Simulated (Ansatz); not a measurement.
A nudged elastic band was laid between two geometries of CH7AlO2Si (12 atoms, charge 0, multiplicity 1).

The calculation used RKS BLYP-D4/def2-SVP in Ansatz.

```json
{
 "movable images": "7",
 "climbing image": "yes",
 "spring": "5.0 eV/Å²",
 "optimiser": "quadratic models (default)",
 "start path": "IDPP",
 "force threshold": "0.05 eV/Å",
 "iteration limit": "60",
 "end points": "relaxed"
}
```

Initial state:

```xyz
12
Properties=species:S:1:pos:R:3
O -2.504 0.650 0.352
Al -0.988 1.366 -0.085
C 0.083 0.316 -1.352
O 0.498 0.079 0.130
Si 1.322 -1.308 0.689
H -3.093 1.049 1.012
H -0.585 2.820 0.413
H -0.294 -0.640 -1.767
H 0.977 0.667 -1.903
H 1.424 -1.163 2.174
H 0.556 -2.540 0.315
H 2.680 -1.350 0.056
```

Final state:

```xyz
12
Properties=species:S:1:pos:R:3
O -1.733 1.370 1.376
Al -0.752 1.509 -0.045
C -0.725 -0.091 -1.184
O 0.486 -0.023 -0.206
Si 1.384 -1.383 0.305
H -1.784 2.078 2.038
H -0.057 2.880 -0.442
H -1.330 -0.984 -0.931
H -0.325 -0.157 -2.214
H 0.466 -2.399 0.914
H 2.074 -1.978 -0.884
H 2.371 -0.878 1.309
```

Question: What changes between the two ends?

Answer: No bond is made or broken. The dihedral C3–O4–Si5–H10 goes from -176 to -55°. The two ends are copies of one structure, up to a mirror image or an exchange of like atoms.

Question: Give the energies along the band, and the barrier.

Answer: It converged. The highest image is number 4 of 0 to 8, 5.1 kJ/mol above the ends, which have the same energy within 2 meV. A vibrational analysis at the climbing image gives one clearly imaginary mode, 113i cm⁻¹: a first-order saddle point.

```
image  path coordinate (Å)  energy (kJ/mol)  dihedral C3–O4–Si5–H10 (°)
    0                 0.00              0.0                        -176
    1                 0.58              0.6                        -163
    2                 1.16              2.2                        -150
    3                 1.74              4.1                        -133
    4                 2.31              5.1                        -115
    5                 2.88              4.4                         -98
    6                 3.45              2.5                         -82
    7                 4.02              0.8                         -68
    8                 4.58              0.0                         -55
```

Question: What is the geometry of the highest image?

Answer: 
```xyz
12
Properties=species:S:1:pos:R:3
O -2.036 1.176 1.120
Al -0.805 1.476 -0.062
C -0.500 0.007 -1.329
O 0.494 -0.020 -0.133
Si 1.379 -1.356 0.463
H -2.227 1.807 1.833
H -0.094 2.893 -0.171
H -1.106 -0.919 -1.302
H 0.094 0.066 -2.260
H 0.920 -1.668 1.854
H 1.121 -2.509 -0.457
H 2.836 -1.009 0.477
```

Question: What are the harmonic wavenumbers there?

Answer: 113i, 28, 154, 173, 211, 277, 310, 486, 540, 572, 621, 654, 678, 691, 725, 837, 865, 917, 935, 968, 1098, 1130, 1389, 1894, 2174, 2183, 2190, 2991, 3073, 3770 cm⁻¹.

Run time: 88 s on 2 threads of Arm Neoverse V2, with other jobs on the host, peak memory 0.15 GiB.
